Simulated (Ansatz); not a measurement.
Input for Ansatz (a program for electronic structure): R-CCSD(T)/cc-pV(T+d)Z on CH5FOSi (SMILES CO[SiH2]F). Files ending in .json are basis or fitting sets from the Basis Set Exchange.

Ansatz 0.2 input:
```yaml
crystal:
  periodic: [false, false, false]
  atoms:
    - {symbol: C, position_ang: [-1.39334346, 0.10524616, -0.07337947]}
    - {symbol: O, position_ang: [-0.20328262, 0.07333913, 0.69973690]}
    - {symbol: Si, position_ang: [1.30854467, -0.09537292, 0.11874842]}
    - {symbol: F, position_ang: [2.28103731, -0.05610518, 1.38189427]}
    - {symbol: H, position_ang: [-2.23120981, 0.24360704, 0.60836888]}
    - {symbol: H, position_ang: [-1.53647099, -0.83163871, -0.61971118]}
    - {symbol: H, position_ang: [-1.38124066, 0.93431456, -0.78706858]}
    - {symbol: H, position_ang: [1.48553553, -1.39917367, -0.55464290]}
    - {symbol: H, position_ang: [1.67043004, 1.02578358, -0.77394634]}
basis:
  gaussian:
    orbitals: cc-pV_T+d_Z.json
magnetization: {spin_polarized: false}
correlation: {method: ccsd_t, electrons: outside_noble_gas}
scf: {lower_state_search: off}
```

Task: What total energy does the run end on?

Result: -505.0588 hartree (reference determinant -504.2175, T1 diagnostic 0.011).

Task: How many basis functions does it have, and what does it roughly cost on one machine?

Result: 199 functions; very roughly 2.3 core-minutes.
